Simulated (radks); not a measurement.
Ge3.5+, 28.5 electrons, occupied as [Ar] 4s2 3d(up 4.25, down 4.25) (fractional occupations, a model configuration). Method: non-relativistic Kohn-Sham, r2SCAN, spin-polarised, spherical densities, point nucleus; meta-GGA in the generalised Kohn-Sham scheme; computed with a radial shooting solver on a logarithmic mesh with Libxc functionals. Some entries of the table are withheld. Estimate them.

orbital,occ.,eigenvalue (hartree),<r> (bohr)
1s,2,-400.3562,0.04787
2s,2,-51.85466,0.2136
2p,6,-46.33857,0.1852
3s,2,-8.29364,0.6256
3p,6,-6.43240,0.6384
3d,8.5,(1),(2)
4s,2,-1.85716,1.748

Answer. 
(1) 3d eigenvalue (hartree): -3.20969
(2) 3d <r> (bohr): 0.6773
